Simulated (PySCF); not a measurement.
## Magnetisability: SMILES F[C@H]1OCOCC1(F)F, C4H5F3O2

Geometry:
```json
{"atom": "F1", "x (Å)": "-0.337", "y (Å)": "-1.182", "z (Å)": "-1.589"}
{"atom": "C2", "x (Å)": "-0.554", "y (Å)": "-1.152", "z (Å)": "-0.227"}
{"atom": "O3", "x (Å)": "0.617", "y (Å)": "-1.375", "z (Å)": "0.446"}
{"atom": "C4", "x (Å)": "1.557", "y (Å)": "-0.327", "z (Å)": "0.287"}
{"atom": "O5", "x (Å)": "1.071", "y (Å)": "0.894", "z (Å)": "0.739"}
{"atom": "C6", "x (Å)": "-0.068", "y (Å)": "1.310", "z (Å)": "0.024"}
{"atom": "C7", "x (Å)": "-1.154", "y (Å)": "0.234", "z (Å)": "0.102"}
{"atom": "F8", "x (Å)": "-2.174", "y (Å)": "0.514", "z (Å)": "-0.746"}
{"atom": "F9", "x (Å)": "-1.710", "y (Å)": "0.186", "z (Å)": "1.339"}
{"atom": "H10", "x (Å)": "-1.254", "y (Å)": "-1.961", "z (Å)": "0.013"}
{"atom": "H11", "x (Å)": "2.406", "y (Å)": "-0.591", "z (Å)": "0.918"}
{"atom": "H12", "x (Å)": "1.857", "y (Å)": "-0.263", "z (Å)": "-0.774"}
{"atom": "H13", "x (Å)": "-0.417", "y (Å)": "2.235", "z (Å)": "0.486"}
{"atom": "H14", "x (Å)": "0.161", "y (Å)": "1.477", "z (Å)": "-1.040"}
```

Computed, not measured: GIAO HF/pcSseg-1 magnetisability, rotational g tensor and spin-rotation constants, non-relativistic, gas phase in PySCF 2.14.0. Geometry: GFN2-xTB.

Problem. How diamagnetic is it, and how anisotropic?

Solution. Isotropic -1129 × 10⁻³⁰ J/T², or -68.0 × 10⁻⁶ cm³/mol; principal values -1180, -1113, -1095 × 10⁻³⁰ J/T², anisotropy 78 × 10⁻³⁰ J/T² (root of half the summed squared differences of the principal values). The susceptibility is in cgs units.

Problem. Split it along the inertial axes a, b, c into diamagnetic and paramagnetic parts about the centre of mass, with the quadrupole moment.

Solution. 
```tsv
axis	χ (10⁻⁶ cm³/mol)	diamagnetic (10⁻⁶ cm³/mol)	paramagnetic (10⁻⁶ cm³/mol)	summed x² of all electrons (Å²)	quadrupole Θ (D Å)
a	-70.4	-585.3	514.9	124.7	+1.51
b	-66.9	-738.3	671.4	88.7	-3.92
c	-66.7	-905.4	838.7	49.3	+2.42
```
Anisotropies 2χaa − χbb − χcc = -7.1 and 2χbb − χaa − χcc = +3.3 × 10⁻⁶ cm³/mol. Θ is traceless in Buckingham's convention.

Problem. And the rotational g tensor?

Solution. 
| axis | rotational constant (GHz) | g | nuclear part | electronic part |
| --- | --- | --- | --- | --- |
| a | 2.2557 | -0.0227 | 0.5230 | -0.5457 |
| b | 1.7287 | -0.0176 | 0.5276 | -0.5452 |
| c | 1.3555 | -0.0163 | 0.5178 | -0.5341 |

Asymmetric top; isotopes 12C, 19F, 1H, 16O; no vibrational averaging.
